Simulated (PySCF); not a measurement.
Species: C9H14.
Atom-mapped SMILES: `[CH3:1][CH2:2][CH2:3][C@H:4]1[CH:5]=[CH:6][C:7]([CH3:8])=[CH:9]1` (hydrogens: H10, H11, H12 on C1; H13, H14 on C2; H15, H16 on C3; H17 on C4; H18 on C5; H19 on C6; H20, H21, H22 on C8; H23 on C9)

Computed, not measured: PBE0-D3(BJ)/def2-SVP geometry optimisation, gas phase in PySCF 2.14.0.

**Question.** Give the optimised bond lengths and angles.

**Answer.** 
```csv
bond,length (bohr),order
C1–C2,2.873,single
C2–C3,2.877,single
C3–C4,2.900,single
C4–C5,2.836,single
C5=C6,2.546,double
C6–C7,2.780,single
C7–C8,2.817,single
C7=C9,2.556,double
C4–C9,2.836,single
"C1–H10, C1–H11, C1–H12",2.081,single
C2–H13,2.085,single
C2–H14,2.087,single
C3–H15,2.087,single
C3–H16,2.086,single
C4–H17,2.098,single
C5–H18,2.063,single
C6–H19,2.064,single
"C8–H20, C8–H21, C8–H22",2.081,single
C9–H23,2.062,single
```

Bonds in one row agree within 0.02 bohr and their mean is given. Orders are formal, as drawn. A selection of angles:
```csv
angle,degrees
C2–C1–H10,111.7
H10–C1–H11,107.6
C1–C2–C3,113.0
C1–C2–H13,109.4
C1–C2–H14,109.7
C3–C2–H13,109.5
C3–C2–H14,109.2
H13–C2–H14,105.8
C2–C3–C4,114.3
C2–C3–H15,109.1
C2–C3–H16,109.9
C4–C3–H15,108.7
C4–C3–H16,108.5
H15–C3–H16,106.2
C3–C4–C5,113.5
C3–C4–C9,115.2
C3–C4–H17,107.8
C5–C4–C9,102.6
C5–C4–H17,108.6
C9–C4–H17,109.0
C4–C5–C6,109.6
C4–C5–H18,123.6
C6–C5–H18,126.9
C5–C6–C7,109.5
C5–C6–H19,126.3
C7–C6–H19,124.2
C6–C7–C8,123.8
C6–C7–C9,108.1
C8–C7–C9,128.0
C7–C8–H20,111.6
H20–C8–H21,108.1
C7–C9–H23,125.6
C4–C9–C7,110.2
C4–C9–H23,124.2
```

Torsions: C1–C2–C3–C4 -179° (antiperiplanar); C2–C3–C4–C5 177° (antiperiplanar); C3–C4–C5–C6 125° (anticlinal); C4–C5–C6–C7 0° (synperiplanar); C5–C6–C7–C8 180° (antiperiplanar); C6–C7–C9–C4 0° (synperiplanar); C3–C4–C9–C7 -124° (anticlinal).

Of the pairs four or more bonds apart, C9···H13 is among the closest relative to their van der Waals radii: 2.84 Å, 98 % of the sum of Bondi's values. The 9 C–C bonds span 1.347 Å (C5=C6, drawn double) to 1.534 Å (C3–C4, drawn single), a spread of 0.187 Å. The 5-membered ring C4–C5–C6–C7–C9 has internal angles of 102.6° to 110.2°; it is planar, 0.00 Å rms from its mean plane, widest ring torsion 0°.

Point group: C1 (no symmetry element, even within 0.4 Å). Not checked by PBE0-D3(BJ)/def2-SVP frequencies. One conformer, not necessarily the lowest.

The run took 2.3 min wall on Arm Neoverse V1, one thread, no GPU, on a shared host, and the process peaked at 0.80 GiB of memory. These figures are those of the optimisation.
